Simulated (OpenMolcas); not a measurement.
A calculation on F⁺.

```json
{
  "Program": "OpenMolcas 26.06",
  "Method": "RASSCF",
  "Basis": "ANO-RCC-VTZP [4s3p2d1f]",
  "Scalar Hamiltonian": "DKH2, point nucleus",
  "Active space": "6 electrons in 9 orbitals (RAS2 2s 2p; RAS3 3d, at most 2 electrons)",
  "State averaging": "2S+1 = 3 even, 3 roots; 2S+1 = 1 even, 6 roots; 2S+1 = 3 odd, 3 roots; 2S+1 = 1 odd, 3 roots",
  "Spin-orbit coupling": "state interaction with AMFI integrals over the reference wave functions, term energies averaged over their components"
}
```

(1) Which level of the active space comes out lowest?

(2) How high does 2s 2p5 3P* 0 lie?

(3) How high does 2s 2p5 3P* 1 lie?

(4) How high does 2s2 2p4 1S0 lie?

Measured values: NIST Handbook of Basic Atomic Spectroscopic Data.

## Answers

(1) 2s2 2p4 3P2, with 100 % of that term; it is also the measured ground level.

(2) 168886 cm-1 above the lowest level; measured 165279 cm-1 above the ground level, so the calculation is off by +2 %.

(3) 168730 cm-1 above the lowest level; measured 165107 cm-1 above the ground level, so the calculation is off by +2 %.

(4) 46967 cm-1 above the lowest level; measured 44918 cm-1 above the ground level, so the calculation is off by +5 %.

Without dynamic correlation excited terms often stand tens of per cent too high (terms of higher spin than the ground term too low), and those without a measured partner can miss by more than the paired ones. Active for correlation alone: 3d; no level in the range computed is led by a configuration that fills it, so any true level of that kind is missing. Measured partners are found by configuration, term and J. A level has none where our copy of the source lacks it or the pairing is in doubt (some pairs that miss far off the trend of their configuration count as doubtful), and it then counts in no deviation. Only configurations of the active space appear.

* marks odd parity.
